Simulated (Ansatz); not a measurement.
Calculated with Ansatz (gas phase, PBE0-D4/def2-TZVP geometries, no zero-point term in ΔE). CBS: MP2 limit from def2 TZ/QZ plus the TZ coupled-cluster correction, frozen cores. This one scheme is used for every species. Functionals use def2-TZVPP. B3LYP here is the variant with VWN-RPA as its local correlation; programs differ in this. One conformer a species, not always the lowest.

`BC[SiH2][NH][AlH2]` + `N[SiH3]` → `BCN[SiH3]` + `[AlH2][NH][SiH3]`  (substitution at a C–Si bond)

`BC[SiH2][NH][AlH2]`:

```xyz
14

B    -1.719    0.376    2.074
C    -0.582    0.849    1.163
Si   -0.504   -0.262   -0.370
N     0.837    0.146   -1.377
Al    2.259   -0.837   -1.814
H    -1.519   -0.439    2.930
H    -2.842    0.761    1.906
H     0.418    0.765    1.600
H    -0.733    1.849    0.743
H    -1.789   -0.122   -1.107
H    -0.319   -1.682    0.027
H     0.791    1.071   -1.786
H     2.383   -2.285   -1.194
H     3.318   -0.188   -2.796
```

`N[SiH3]`:

```xyz
7

N    -0.303    0.073    1.020
Si    0.291   -0.027   -0.591
H    -0.632   -0.760    1.482
H    -0.846    0.873    1.302
H     1.269   -1.144   -0.649
H    -0.733   -0.278   -1.651
H     0.954    1.263   -0.914
```

`BCN[SiH3]`:

```xyz
12

B     1.515    0.297   -1.568
C     0.208    0.393   -0.749
N     0.080   -0.431    0.428
Si   -1.265   -0.410    1.489
H     1.606    0.926   -2.581
H     2.446   -0.363   -1.197
H    -0.635    0.236   -1.443
H     0.135    1.480   -0.522
H     0.930   -0.885    0.713
H    -1.015   -1.432    2.538
H    -1.487    0.915    2.144
H    -2.518   -0.727    0.748
```

`[AlH2][NH][SiH3]`:

```xyz
9

Al    0.588   -1.664    0.241
N    -0.342   -0.308   -0.446
Si   -0.316    1.365   -0.016
H     1.598   -1.354    1.416
H     0.342   -3.102   -0.374
H    -0.980   -0.539   -1.197
H     0.094    2.232   -1.156
H     0.664    1.523    1.089
H    -1.649    1.847    0.443
```

```tsv
level	ΔE (kJ/mol)	difference from CCSD(T)/CBS
PBE-D4	99.9	-5.0
r2SCAN-D4	105.3	0.4
PBE0-D4	101.4	-3.5
ωB97M-V	102.4	-2.5
PBE0	100.3	-4.6
B3LYP	95.3	-9.6
HF/def2-TZVPP	90.4	-14.5
MP2/def2-TZVPP	108.6	3.7
SCS-MP2/def2-QZVPP	103.0	-1.9
MP2/CBS(def2)	110.3	5.4
CCSD(T)/CBS	104.9	0
```

Largest T1 diagnostic among the species: 0.012.

In def2-TZVPP, CCSD(T) changes the Hartree–Fock value by +12.9 kJ/mol (the triples alone add +2.0 kJ/mol) and MP2 by +18.2 kJ/mol.
